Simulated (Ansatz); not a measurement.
`NBCN` + `[SH][GeH3]` → `NB[S][GeH3]` + CH₃NH₂  (ligand exchange at a B–C bond)

Gas-phase electronic energies from Ansatz, PBE0-D4/def2-TZVP geometries. CCSD(T)/CBS adds triple-zeta CCSD(T) − MP2 to the extrapolated MP2 energy (def2 sets, frozen cores). Functionals use def2-TZVPP. For Ge outer-core shells are correlated without core-valence functions, which leaves a few kJ/mol of doubt a bond. Scalar relativity is left out up to krypton. One conformer a species, not always the lowest.

```
      species  r2SCAN energy (Eh)
       `NBCN`          -176.67074
 `[SH][GeH3]`         -2477.58681
`NB[S][GeH3]`         -2558.45267
       CH₃NH₂           -95.83545
```

Question: Work out ΔE.

Answer: ΔE = (-2558.45267) + (-95.83545) − (-176.67074) − (-2477.58681) = -0.03057 Eh = -19.2 kcal/mol. CCSD(T)/CBS gives -18.6 kcal/mol.

Largest T1 diagnostic among the species: 0.012.

The D4 term adds −0.8 kcal/mol with B3LYP and −0.4 kcal/mol with PBE0; it sums over pairs of atoms, weighted by their polarisabilities, and B3LYP, whose exchange is more repulsive, gets the larger term. Leaving LDA and LC-ωPBE aside and taking each functional with its dispersion term where it has one, the values, not all of them listed here, spread over 1.8 kcal/mol, from r2SCAN-D4 to CAM-B3LYP-D4.

B3LYP here is the variant with VWN-RPA as its local correlation; programs differ in this.
